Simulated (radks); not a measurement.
Values are calculated unless marked as measured or tabulated.
Problem. The bromine ion Br19+, configuration [Ne] 3s2 3p4. Code: a radial shooting solver on a logarithmic mesh with Libxc functionals. Model: scalar-relativistic Kohn-Sham, PBE, spin-polarised, spherical densities, finite nucleus; open shells are filled with parallel spins first; Fermi nuclear charge, rms radius 4.1629 fm. Some entries of the table are withheld. Estimate them.

orbital,occ.,eigenvalue (eV),<r^2> (bohr^2),<r> (bohr)
1s up,1,-14079.88,0.002462,0.04275
1s down,1,-14077.51,0.002461,0.04275
2s up,1,-2481.650,0.04151,0.1878
2s down,1,-2479.894,0.04145,0.1877
2p up,3,-2282.078,0.03270,(1)
2p down,3,-2279.483,0.03268,(2)
3s up,1,-859.7105,0.2621,(3)
3s down,1,-851.4888,0.2634,(4)
3p up,3,-795.6501,(5),0.4711
3p down,1,-787.4574,(6),0.4722

Solution. 
(1) 2p up <r> (bohr): 0.1637
(2) 2p down <r> (bohr): 0.1637
(3) 3s up <r> (bohr): 0.4802
(4) 3s down <r> (bohr): 0.4813
(5) 3p up <r^2> (bohr^2): 0.2556
(6) 3p down <r^2> (bohr^2): 0.2570
